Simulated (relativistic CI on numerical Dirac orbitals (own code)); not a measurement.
# Slater and spin-orbit integrals, Ag XXXVIII

Method of calculation: Dirac-Coulomb-Breit CI, KLI orbitals optimised for each configuration, model QED, unscaled Slater integrals (own radial code, finite nucleus).

Slater integrals F^k, G^k are unscaled and averaged over j, outside the closed core 1s2; ζ comes from projecting the Hamiltonian with its Breit term on Σ l·s of the shell.

- 2s2 2p5 3s: ζ(2p) = 967860, G^1(2p,3s) = 85667 cm⁻¹; <r>(2p) = 0.1138, <r^2>(2p) = 0.01571, <r>(3s) = 0.3142, <r^2>(3s) = 0.1123 (bohr units).
- 2s2 2p5 3p: ζ(2p) = 967370, F^2(2p,3p) = 224420, G^0(2p,3p) = 88725, G^2(2p,3p) = 98019, ζ(3p) = 252530 cm⁻¹; <r>(2p) = 0.1138, <r^2>(2p) = 0.01574, <r>(3p) = 0.3027, <r^2>(3p) = 0.1057 (bohr units).
- 2s2 2p5 3d: ζ(2p) = 968320, F^2(2p,3d) = 297590, G^1(2p,3d) = 282340, G^3(2p,3d) = 163370, ζ(3d) = 34417 cm⁻¹; <r>(2p) = 0.1139, <r^2>(2p) = 0.01574, <r>(3d) = 0.2647, <r^2>(3d) = 0.08054 (bohr units).

Averages of the first 10 configurations, taken without configuration mixing, which lowers the lowest level and can move excited configurations by several eV; other configurations of the list can lie among them:

| Configuration | Parity | States | Average energy above the lowest level (eV) |
| --- | --- | --- | --- |
| 2s2 2p6 | even | 1 | 0.1 |
| 2s2 2p5 3s | odd | 12 | 3141.7 |
| 2s2 2p5 3p | even | 36 | 3250.6 |
| 2s2 2p5 3d | odd | 60 | 3368.9 |
| 2s 2p6 3s | even | 4 | 3522.8 |
| 2s 2p6 3p | odd | 12 | 3628.8 |
| 2s 2p6 3d | even | 20 | 3746.8 |
| 2s2 2p5 4s | odd | 12 | 4266.1 |
| 2s2 2p5 4p | even | 36 | 4310.8 |
| 2s2 2p5 4d | odd | 60 | 4356.4 |
